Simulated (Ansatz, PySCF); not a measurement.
Stretching the Si2–N1 bond in H5NSi (SMILES N[SiH3]) (multiplicity 1 held, fragments rigid). Energies count from the point at 1.724 Å.
Geometry at that point (charge 0, multiplicity 1):
```xyz
7

N      1.140    -0.079    -0.110
Si    -0.573     0.047     0.030
H      1.737     0.601     0.333
H      1.582    -0.985    -0.128
H     -1.141    -0.286     1.366
H     -0.952     1.446    -0.273
H     -1.179    -0.882    -0.951
```

Unrestricted levels (U-) break spin symmetry where that is lower. Active spaces are followed from a long bond inwards. Levels need not reach the same state.

Cores are frozen in the correlated methods. Rows in 3-21G, 6-31G* carry no dispersion term and start afresh at each structure (6-31G* with six Cartesian d functions). MP2/6-31G* freezes PySCF's default core.

Run with Ansatz (a quantum-chemistry and plane-wave program) with Gaussian orbitals; PySCF for 3-21G rows, 6-31G* rows. 

Other levels give for the energy at R = 5.516 Å: U-PBE/cc-pV(T+d)Z 105.19; U-B3LYP/cc-pV(T+d)Z 103.27; U-wB97X-V/cc-pV(T+d)Z 109.49; FIC-MRCISD+Q on CASSCF(2,2)/cc-pV(T+d)Z 104.93 kcal/mol.

Q: What do these common cheap choices give for the same quantity: R-HF/3-21G, R-HF/6-31G*, U-HF/6-31G*, R-MP2/6-31G*?

A: R-HF/3-21G 208.91; R-HF/6-31G* 204.25; U-HF/6-31G* 76.30; R-MP2/6-31G* 90.95 kcal/mol. They span 76.30 to 208.91 kcal/mol.

Doubts at one or more of the structures used: a restricted determinant that unrestricted orbitals would lower (R-HF/3-21G, R-HF/6-31G*, R-MP2/6-31G*); a spin-contaminated determinant (U-HF/6-31G*, U-PBE/cc-pV(T+d)Z, U-B3LYP/cc-pV(T+d)Z, U-wB97X-V/cc-pV(T+d)Z).
